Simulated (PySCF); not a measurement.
Indirect couplings

Molfile (atoms numbered from 1):
```
C6H8Ge
     RDKit          3D

 15 15  0  0  0  0  0  0  0  0999 V2000
    3.1151   -1.3969   -0.0752 C   0  0  0  0  0  0  0  0  0  0  0  0
    2.1016   -0.8517    0.3204 C   0  0  0  0  0  0  0  0  0  0  0  0
    0.5053    0.0022    0.9142 Ge  0  0  0  0  0  4  0  0  0  0  0  0
   -1.1023   -1.0222    0.4259 C   0  0  0  0  0  0  0  0  0  0  0  0
   -1.7721   -0.1112   -0.5659 C   0  0  0  0  0  0  0  0  0  0  0  0
   -1.2425    1.0848   -0.8649 C   0  0  0  0  0  0  0  0  0  0  0  0
    0.0346    1.5428   -0.2156 C   0  0  0  0  0  0  0  0  0  0  0  0
    4.0117   -1.8777   -0.4247 H   0  0  0  0  0  0  0  0  0  0  0  0
    0.6567    0.3092    2.4125 H   0  0  0  0  0  0  0  0  0  0  0  0
   -0.8457   -1.9992   -0.0150 H   0  0  0  0  0  0  0  0  0  0  0  0
   -1.7468   -1.2269    1.2971 H   0  0  0  0  0  0  0  0  0  0  0  0
   -2.7031   -0.4364   -1.0446 H   0  0  0  0  0  0  0  0  0  0  0  0
   -1.7384    1.7414   -1.5890 H   0  0  0  0  0  0  0  0  0  0  0  0
   -0.1107    2.4637    0.3735 H   0  0  0  0  0  0  0  0  0  0  0  0
    0.8213    1.7611   -0.9561 H   0  0  0  0  0  0  0  0  0  0  0  0
  1  2  3  0
  2  3  1  0
  3  4  1  0
  4  5  1  0
  5  6  2  0
  6  7  1  0
  7  3  1  0
  1  8  1  0
  3  9  1  0
  4 10  1  0
  4 11  1  0
  5 12  1  0
  6 13  1  0
  7 14  1  0
  7 15  1  0
M  END
```

Method: B3LYP/pcJ-1 (pcSseg-1 on Ge) (without the spin–dipole term)//PBE0-D3(BJ)/def2-SVP, PySCF 2.14; isolated molecule, single conformer, non-relativistic. Couplings are averaged over pairs made equivalent by symmetry, fast rotation or ring inversion, so a value needn't be that of the named pair in this geometry, while other rotamers aren't included; one pair stands for each set, and the list holds a selection of those of at least 0.8 Hz over up to four bonds.

Isotopes: ¹³C, ¹H.

| pair | bonds | J (Hz) |
| --- | --- | --- |
| C1, C2 | 1 | 158.8 |
| C1, H8 | 1 | 261.2 |
| C4, C5 | 1 | 41.8 |
| C4, H10 | 1 | ? |
| C4, H11 | 1 | 140.0 |
| C5, C6 | 1 | 76.9 |
| C5, H12 | 1 | 167.5 |
| C2, C4 | 2 | ? |
| C2, H9 | 2 | 16.8 |
| C4, C6 | 2 | ? |
| C4, C7 | 2 | 8.0 |
| C5, H10 | 2 | -6.7 |
| C5, H11 | 2 | ? |
| H10, H11 | 2 | -20.0 |
| C1, C4 | 3 | 1.7 |
| C2, C5 | 3 | ? |
| C2, H10 | 3 | ? |
| C2, H11 | 3 | 3.9 |
| C4, H13 | 3 | ? |
| C5, H9 | 3 | 3.0 |
| H9, H10 | 3 | 1.1 |
| H9, H11 | 3 | 2.5 |
| H10, H12 | 3 | 4.4 |
| H8, H9 | 4 | -1.9 |
| H10, H14 | 4 | ? |
| H11, H14 | 4 | 2.4 |

Estimate the withheld couplings, with signs.

Answers


- ¹J(C4,H10) = 142.0 Hz (bond length 1.102 Å, sp3 carbon)
- ²J(C2,C4) = 4.3 Hz (angle at Ge3 112°)
- ²J(C4,C6) = 4.0 Hz (angle at C5 121°)
- ²J(C5,H11) = -6.8 Hz (angle at C4 112°)
- ³J(C2,C5) = 1.5 Hz (dihedral angle 113°)
- ³J(C2,H10) = 2.8 Hz (dihedral angle 7°)
- ³J(C4,H13) = 10.3 Hz (dihedral angle 180°)
- ⁴J(H10,H14) = 3.8 Hz

Relativistic effects of the heavier atoms present are left out.
